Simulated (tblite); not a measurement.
Start geometry of `C=CC[SiH]F` [radical] from a force field or distance geometry (Å):
```
atom  x, y, z in Å
C1    -1.2941    1.2068    0.3923
C2    -0.4215    0.2525    0.6338
C3    -0.1264   -0.8711   -0.3033
Si4    1.6626   -0.8614   -0.8385
F5     2.6949   -1.1522    0.4832
H6    -1.8692    1.1961   -0.5587
H7    -1.4717    1.9994    1.1068
H8     0.1318    0.2833    1.5874
H9    -0.7165   -0.7077   -1.2552
H10   -0.4776   -1.8238    0.1272
H11    1.8932    0.4807   -1.4011
```

**Question.** What comes out of this run: tblite, GFN2-xTB geometry optimisation, gas phase?

**Answer.** 
```
atom  x, y, z in Å
C1    -1.1854    1.2455    0.3401
C2    -0.4899    0.1640    0.6521
C3    -0.2051   -0.9501   -0.2893
Si4    1.5876   -0.7281   -0.9144
F5     2.5489   -0.9743    0.3788
H6    -1.6310    1.3686   -0.6342
H7    -1.3479    2.0422    1.0451
H8    -0.0450    0.0685    1.6337
H9    -0.9040   -0.9312   -1.1240
H10   -0.2970   -1.9116    0.2166
H11    1.9742    0.6091   -1.3304
```

The energy falls by 0.253 eV over 69 L-BFGS steps, the largest force on an atom goes from 1.47 to 0.009 eV/Å, and the atoms move by 0.214 Å rms after alignment. The bond that changes most is Si4–F5 (ends: silicon bonded to C, F and H; fluorine bonded to Si), which shortens by 0.072 Å. Bonds longer at the end by more than 0.005 Å: 2 of 10; shorter: 8. Among the angles that change most is C3–Si4–H11, from 105.3° to 116.7°. Among the dihedrals that turn most is C1–C2–C3–H10, from -112° to -139°. Rotational constants go from 9241, 1978, 1817 to 8504, 2138, 2013 MHz. The orientation of the end geometry is arbitrary; only internal coordinates are fixed.

Hardware: Arm Neoverse V1, one thread, no GPU, shared host. Cost: 0.29 s of wall time.

Its GFN2-xTB frequencies are all real (lowest 46 cm⁻¹). 3 starts were optimised and ended at 0.00, 0.86 and 1.42 kcal/mol (GFN2-xTB); the lowest of these is shown.

One conformer stands for the species.

These are computed values.
